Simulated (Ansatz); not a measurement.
Consider the redistribution: `O[Si](O)(F)N[SiH2]Cl` + `CO[SiH2]F` → `CO[SiH2]Cl` + `O[Si](O)(F)N[SiH2]F`.

Computed with Ansatz on PBE0-D4/def2-TZVP structures; ΔE is electronic, products minus reactants. CCSD(T)/CBS adds triple-zeta CCSD(T) − MP2 to the extrapolated MP2 energy (def2 sets, frozen cores). DFT in def2-TZVPP. One conformer a species, not always the lowest.

`O[Si](O)(F)N[SiH2]Cl`:

```xyz
12

O     1.002   -2.144   -0.825
Si    0.861   -0.590   -0.391
O     1.565    0.285   -1.570
F     1.596   -0.275    0.984
N    -0.778   -0.240   -0.080
Si   -1.432    0.763    1.147
Cl   -0.957    2.751    0.835
H     1.748   -2.378   -1.380
H     1.602    1.237   -1.461
H    -1.420   -0.482   -0.822
H    -2.906    0.656    1.093
H    -0.880    0.417    2.470
```

`CO[SiH2]F`:

```xyz
9

C    -1.064    0.126   -0.862
O    -0.610   -0.095    0.457
Si    0.945   -0.102    0.921
F     1.709   -1.385    0.354
H    -1.012   -0.796   -1.447
H    -2.103    0.455   -0.815
H    -0.475    0.899   -1.368
H     0.951   -0.175    2.393
H     1.660    1.075    0.369
```

`CO[SiH2]Cl`:

```xyz
9

C    -1.151    0.662   -0.382
O    -0.457   -0.567   -0.356
Si    0.973   -0.799    0.383
Cl    2.438    0.375   -0.458
H    -2.142    0.481   -0.800
H    -0.630    1.392   -1.009
H    -1.266    1.079    0.625
H     1.329   -2.215    0.184
H     0.906   -0.408    1.812
```

`O[Si](O)(F)N[SiH2]F`:

Z-matrix (Å, degrees):
```
Si
O 1 1.628
F 1 1.591 2 108.9
O 1 1.620 2 106.3 3 -120.7
N 1 1.703 2 115.5 3 117.3
H 2 0.958 1 118.1 3 -54.6
H 4 0.958 1 117.3 2 30.8
Si 5 1.713 1 129.9 2 -114.6
H 5 1.011 1 114.9 2 61.0
F 8 1.602 5 111.3 1 81.5
H 8 1.480 5 108.1 1 -161.7
H 8 1.475 5 110.6 1 -36.7
```

```
             level  ΔE (kcal/mol)
         r2SCAN-D4            0.0
           PBE0-D4            0.1
            r2SCAN           -0.1
SCS-MP2/def2-TZVPP            0.0
   CCSD/def2-TZVPP            0.0
     HF/def2-QZVPP           -0.1
SCS-MP2/def2-QZVPP            0.0
      HF/CBS(def2)           -0.1
```

(1) What does CCSD(T)/CBS give? (An estimate is asked.)

Largest T1 diagnostic among the species: 0.011.

## Answers

(1) Computed: 0.0 kcal/mol. The listed levels differ from it by 0.0, 0.1, -0.1, 0.0, 0.0, -0.1, 0.0, -0.1 kcal/mol.
